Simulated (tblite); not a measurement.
C6H8OSSi.
Geometry (GFN2-xTB, Å), atoms numbered from 1 in this order:
```
atom  x, y, z in Å
C1     2.633    0.248    0.758
C2     3.022   -0.456   -0.332
S3     1.722   -0.696   -1.441
C4     0.632    0.172   -0.405
C5    -0.796    0.304   -0.771
O6    -1.473    1.294    0.014
C7    -2.401    0.520    0.788
Si8   -1.963   -1.108   -0.127
C9     1.263    0.600    0.721
H10    3.292    0.509    1.566
H11    3.989   -0.853   -0.566
H12   -0.888    0.552   -1.835
H13   -2.142    0.570    1.851
H14   -3.409    0.924    0.667
H15   -2.942   -1.586   -1.097
H16   -1.312   -2.148    0.661
H17    0.767    1.166    1.488
```

Computed with GFN2-xTB (tblite): harmonic, unscaled wavenumbers at the GFN2-xTB geometry, gas phase. The method is semi-empirical: single wavenumbers can be off by several per cent or more. Modes of hydrogen on silicon can be 10 to 20 % off. One conformer, not necessarily the lowest.

Harmonic wavenumbers (cm⁻¹): 30.9, 61.3, 94.7, 180.7, 242.0, 335.2, 421.7, 436.2, 457.5, 529.4, 551.2, 567.4, 596.8, 683.8, 727.3, 731.1, 733.3, 743.3, 769.7, 810.0, 829.2, 842.8, 845.7, 971.4, 1019.9, 1062.2, 1073.6, 1100.9, 1133.3, 1141.5, 1190.8, 1218.1, 1271.7, 1340.5, 1468.6, 1479.1, 1568.3, 2299.2, 2308.4, 2881.0, 2898.4, 2933.8, 3124.0, 3140.4, 3164.4.

A = 2630, B = 786.7, C = 691.9 MHz; mass 156.007 u (most abundant isotopes); point group C1, symmetry number 1.

Q: Zero-point energy?

A: Half the sum of the wavenumbers: 26005 cm⁻¹ = 74.35 kcal/mol.

Q: Give the ideal-gas entropy at 200 K and 1 bar in the rigid-rotor, harmonic-oscillator model (classical rotation).

A: Translation 39.09, rotation 28.61, vibration 17.21: S = 84.9 cal/(mol K).

Q: And Cp and H(200 K) − H(0)?

A: Cp = 26.41 cal/(mol K), of which vibrations give 18.46 (their classical limit is 45 R = 89.4); H(200 K) − H(0) = 3.36 kcal/mol without the zero-point energy, 1.77 from vibrations.

Q: What must be added to the electronic energy to get the Gibbs energy at 200 K and 1 bar?

A: ZPE + [H(200 K) − H(0)] − T·S = 74.35 + 3.36 − 16.98 = 60.73 kcal/mol.

Q: Blend soft modes into free rotors: weight 1/[1 + (100 cm⁻¹/ν̃)⁴] for the oscillator and the rest for a rotor with moment μB/(μ + B), μ = h/(8π²ν), B = 10⁻⁴⁴ kg m². What vibrational entropy results?

A: 15.16 cal/(mol K) in place of 17.21, which changes −T·S at 200 K by +0.41 kcal/mol.

Q: How do the functions run with temperature in this model?

A: 
```json
{"T (K)": "150", "S (cal/(mol K))": "78.1", "Cp (cal/(mol K))": "20.9", "H − H(0) (kcal/mol)": "2.18", "G − H(0) (kcal/mol)": "-9.54", "ln q(vib)": "3.10"}
{"T (K)": "250", "S (cal/(mol K))": "91.4", "Cp (cal/(mol K))": "32.3", "H − H(0) (kcal/mol)": "4.83", "G − H(0) (kcal/mol)": "-18.03", "ln q(vib)": "5.33"}
{"T (K)": "298.15", "S (cal/(mol K))": "97.6", "Cp (cal/(mol K))": "37.8", "H − H(0) (kcal/mol)": "6.52", "G − H(0) (kcal/mol)": "-22.58", "ln q(vib)": "6.45"}
{"T (K)": "400", "S (cal/(mol K))": "110.2", "Cp (cal/(mol K))": "48.2", "H − H(0) (kcal/mol)": "10.92", "G − H(0) (kcal/mol)": "-33.17", "ln q(vib)": "8.89"}
{"T (K)": "600", "S (cal/(mol K))": "132.7", "Cp (cal/(mol K))": "62.4", "H − H(0) (kcal/mol)": "22.09", "G − H(0) (kcal/mol)": "-57.51", "ln q(vib)": "13.77"}
{"T (K)": "900", "S (cal/(mol K))": "160.5", "Cp (cal/(mol K))": "74.6", "H − H(0) (kcal/mol)": "42.81", "G − H(0) (kcal/mol)": "-101.64", "ln q(vib)": "20.75"}
```

q(vib) and H(0) count from the zero-point level.

Hindered rotation and anharmonicity are outside this model. Other conformers, if any are populated, would add a mixing term that is left out. The structure is chiral; the term R ln 2 for an equal mix with its mirror image is left out.
